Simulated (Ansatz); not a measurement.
The cluster Ga₄As₅⁻ was relaxed with PBE-D4 (def2-SVP) in Ansatz in these states: charge -1 quintet, charge -1 singlet, charge -1 triplet. The geometries follow in no particular order.

A:

Cartesian coordinates in Å:
```
Ga -1.791 -0.734 2.272
Ga 1.744 1.390 -1.745
Ga 0.347 0.643 0.869
Ga -0.279 -0.573 -1.990
As 2.097 2.251 0.345
As -0.166 -1.851 0.072
As -2.240 -2.651 1.021
As -0.822 1.286 2.866
As 1.111 0.240 -3.709
```

B:

Cartesian coordinates in Å:
```
Ga 1.923 -0.030 -1.651
Ga -2.376 0.056 1.202
Ga -0.544 -0.924 -0.643
Ga -0.080 1.574 0.280
As -2.134 -2.229 0.715
As 1.508 -0.191 1.273
As 3.470 0.557 0.050
As 0.295 -1.136 -2.908
As -2.063 2.322 1.683
```

C:

```xyz
9

Ga   -1.859   -1.682    1.425
Ga    1.331    1.928   -0.861
Ga    0.161    0.319    1.487
Ga    0.122   -0.249   -2.534
As    1.507    2.286    1.431
As    0.576   -1.423   -0.351
As   -1.411   -2.857   -0.567
As   -1.543   -0.176    3.145
As    1.115    1.852   -3.174
```

Q: Judge from the bond lengths which geometry belongs to which state (an estimate).

A: A is the charge -1 singlet (Ga3–As6 2.668 Å, Ga4–As9 2.355 Å, Ga2–Ga4 2.830 Å); B is the charge -1 quintet (Ga3–As6 2.902 Å, Ga4–As9 2.542 Å, Ga2–Ga4 2.903 Å); C is the charge -1 triplet (Ga3–As6 2.567 Å, Ga4–As9 2.410 Å, Ga2–Ga4 3.000 Å).

At PBE-D4/def2-SVP a singlet lies 1.62 eV below the charge -1 quintet. At PBE-D4/def2-SVP a singlet lies 0.39 eV below the charge -1 triplet. These are the stationary points nearest to one start from a short search; other shapes may lie lower in each state.
